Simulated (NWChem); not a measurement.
BAsH4; SMILES [AsH2]B

```xyz
6

B      0.0069     1.6612     0.0000
As     0.0057    -0.3215     0.0000
H      0.9620    -0.5987    -1.1407
H      0.9620    -0.5987     1.1407
H     -0.0769     2.2547     1.0473
H     -0.0769     2.2547    -1.0473
```
Atoms are numbered in this order, from 1.

All runs: NWChem. Pople sets run with spherical d functions. Geometry: optimised at PBE0/def2-SVP. GIAO values for the isolated, static molecule; σ is the absolute isotropic shielding, δ = σ(reference) − σ with the isolated reference molecule computed at the same levels (11B: boron trifluoride, 1H: tetramethylsilane).

| level | δ B1 (ppm) | σ As2 (ppm) | δ H3 (ppm) | δ H5 (ppm) |
|---|---|---|---|---|
| KT2/pcSseg-1 | 87.3 | 1670.3 | 3.82 | 9.48 |
| Hartree-Fock/6-31G* | 85.8 | 1945.6 | 3.46 | 9.33 |
| PBE0/pcSseg-1 | 93.2 | 1674.7 | 3.80 | 9.67 |
| BHandHLYP/pcSseg-1 | 93.4 | ___ | ___ | 9.32 |

Task: Fill in the missing entries.

Result: 
- BHandHLYP/pcSseg-1, σ As2 (ppm): 1704.7
- BHandHLYP/pcSseg-1, δ H3 (ppm): 3.53
